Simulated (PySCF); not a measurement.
chlorosilylboronic acid (BClH₄O₂Si), SMILES OB(O)[SiH2]Cl. Geometry: B3LYP-D3(BJ)/def2-SVP. The values are those of a single conformer.

**Question.** Give the equilibrium geometry at B3LYP-D3(BJ)/def2-SVP (PySCF confirms it by a frequency run) as Cartesian coordinates in Å, and its point group. (Estimate from the structure and the level; the computed values follow.)

**Answer.** This is not unique; one that fits is point group Cs.
```xyz
9

Si    -1.0000    -0.3663     0.0000
Cl     0.3908    -1.9537     0.0000
B      0.1696     1.3145     0.0000
O     -0.2962     2.5921     0.0000
O      1.5126     1.1483     0.0000
H     -1.8703    -0.5237    -1.2016
H     -1.8703    -0.5237     1.2016
H     -1.2552     2.6756     0.0000
H      1.7737     0.2157     0.0000
```
